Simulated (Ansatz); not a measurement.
```xyz
2

C    -0.0410    0.0280   -0.1673
H    -0.0490   -0.0064    0.9614
```

Basis set: cc-pVDZ (spherical functions). Left uncorrelated: 1 orbital. Charge 0, multiplicity 2.

Computed with Ansatz (development build ahead of 0.2.0); each method stands on the lowest determinant of its kind that the runs found.

The atomization energy at this shape (free ground-state atoms in the same class of orbitals less the molecule, no zero-point energy) of doublet CH:

| method | atomization energy |
| --- | --- |
| UHF-MP2 | 69.57 kcal/mol |

Q: What does UHF give?

A: 56.38 kcal/mol. Caution: the unrestricted determinant is spin contaminated.
